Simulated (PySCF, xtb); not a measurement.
GeI, SMILES [Ge][I] (connectivity only; charge and spin as stated), charge +1, multiplicity 1.

GFN2-xTB run with xtb 6.7.1 at its own geometry gives an orbital gap of 3.29 eV.

Geometry optimised at B3LYP-D3(BJ)/def2-TZVP. The multiplicity is an assumed one; other spin states were not compared. The def2 effective core potentials stand for the cores of I; spin–orbit coupling is left out.

What does HF/def2-TZVPD run with PySCF give? (An estimate is asked for; the answer gives what the named calculation found.)

gap 10.27 eV (levels -16.35 and -6.08 eV).
